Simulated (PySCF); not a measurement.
C₂H₅Cl₂FSi, SMILES F[SiH2]CC(Cl)Cl. Atoms are numbered in the order given.

```xyz
11

F     -2.9159    -1.5440    -0.1477
Si    -1.9498    -0.2233     0.0125
C     -0.1593    -0.8624     0.0750
C      0.8359     0.1674    -0.4104
Cl     2.5375    -0.3969    -0.2551
Cl     0.5958     1.7253     0.4910
H     -2.3477     0.4772     1.2730
H     -2.1440     0.6407    -1.1993
H     -0.0817    -1.7723    -0.5577
H      0.0911    -1.1606     1.1142
H      0.6973     0.4247    -1.4766
```

The structure is a stationary point at PBE-D3(BJ)/def2-SVP. One conformer was computed; it need not be the lowest.

The numbers are results of PBE-D3(BJ)/def2-SVP in PySCF 2.14.0, not measurements.

Frequencies are harmonic and unscaled.

Task: List the normal modes with their intensities. (The exact figures need the calculation; the answer reports its results.)

Result: 
```csv
mode,ν (cm⁻¹),IR (km/mol),moving atoms (share of kinetic energy)
1,76,2.5,"F 36 %, Si 28 %, H 17 %, Cl 10 %, C 9 %"
2,84,3.1,"Cl 36 %, C 27 %, F 16 %, H 15 %"
3,121,1.4,"C 26 %, Cl 26 %, H 23 %, Si 13 %, F 12 %"
4,194,2.8,"F 46 %, Cl 34 %, Si 18 %"
5,258,8.9,"Cl 50 %, Si 26 %, C 10 %"
6,298,1.4,"Cl 69 %, Si 12 %, C 11 %"
7,388,7.8,"C 45 %, H 35 %, Cl 17 %"
8,522,18.3,"H 79 %, Si 10 %"
9,618,18.8,"C 59 %, Cl 23 %, H 16 %"
10,684,38.2,"C 63 %, Cl 13 %, Si 12 %, H 11 %"
11,725,26.6,H 88 %
12,740,139.1,"C 61 %, H 24 %, Si 10 %"
13,816,32.5,"H 59 %, C 35 %"
14,835,20.1,"F 48 %, H 33 %, Si 18 %"
15,890,210.4,"H 76 %, Si 16 %"
16,929,142.9,"H 75 %, Si 16 %"
17,1027,22.7,"H 51 %, C 48 %"
18,1101,7.8,"H 70 %, C 29 %"
19,1151,62.5,"H 63 %, C 36 %"
20,1192,38.5,"H 87 %, C 12 %"
21,1261,27.6,"H 79 %, C 20 %"
22,1372,8.5,"H 90 %, C 10 %"
23,2183,84.0,H 97 %
24,2213,98.0,H 96 %
25,2993,0.8,H 95 %
26,3052,0.6,"H 91 %, C 9 %"
27,3066,1.2,"H 91 %, C 9 %"
```
